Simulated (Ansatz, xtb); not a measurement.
Relative energy of two isomers of C5H12O2

Structure I is `CC(C)[C@H](O)CO`, a singlet and structure II is `COCC(C)(C)O`, a singlet. Both are isolated molecules in the gas phase, relaxed with B3LYP-D3(BJ)/def2-SVP, each in the lowest conformer that the search found.

Quicker runs give these differences E(II) − E(I): GFN2-xTB −0.058 eV; HF/STO-3G −0.300 eV (at GFN2-xTB geometries); r2SCAN-D4/def2-SVP +0.167 eV (at GFN2-xTB geometries).

**Question.** Estimate E(II) − E(I) at the level CCSD(T)/def2-SVP + ΔMP2/def2-TZVPP.

**Answer.** Calculated at CCSD(T)/def2-SVP + ΔMP2/def2-TZVPP: E(II) − E(I) = +0.240 eV, so structure I lies lower.

The same difference at several levels:

```csv
level,geometry,E(II) − E(I) (eV),departure from the last row (eV),"job, with rough time for the two"
GFN2-xTB,GFN2-xTB,−0.058,−0.298,"optimisation, 0.28 s"
HF/STO-3G,GFN2-xTB,−0.300,−0.540,"single point, 1 s"
r2SCAN-D4/def2-SVP,GFN2-xTB,+0.167,−0.072,"single point, 6.9 s"
B3LYP-D3(BJ)/def2-SVP,B3LYP-D3(BJ)/def2-SVP,+0.158,−0.082,"optimisation, 96 s"
HF/def2-SVP,B3LYP-D3(BJ)/def2-SVP,+0.096,−0.144,part of the CCSD(T) run
MP2/def2-SVP,B3LYP-D3(BJ)/def2-SVP,+0.248,+0.008,part of the CCSD(T) run
CCSD(T)/def2-SVP,B3LYP-D3(BJ)/def2-SVP,+0.203,−0.037,single point
CCSD(T)/def2-SVP + ΔMP2/def2-TZVPP,B3LYP-D3(BJ)/def2-SVP,+0.240,,"single point, 3.1 min"
```

As drawn, II has 1 C–O, 1 C–H in place of 1 C–C, 1 O–H.

GFN2-xTB, HF/STO-3G put the two in the other order. The largest departure from CCSD(T)/def2-SVP + ΔMP2/def2-TZVPP is that of HF/STO-3G, 0.540 eV. The last row adds to CCSD(T) the change of the MP2 difference between the two basis sets, here +0.037 eV.

With thermal terms from frequencies at re-optimised GFN2-xTB minima (ideal gas, soft modes damped towards free rotors, one conformer each, 298.15 K, 1 atm): the zero-point term adds −0.038 eV; ΔH is +0.210 and ΔG +0.193 eV.

The correlated steps freeze 7 core orbitals. Mirror images aren't counted in ΔG. Run with Ansatz 0.2.0, xtb 6.7.1; the last row on 2 threads of Intel(R) Xeon(R) Platinum 8259CL CPU @ 2.50GHz (Skylake/Cascade Lake) on a shared host.
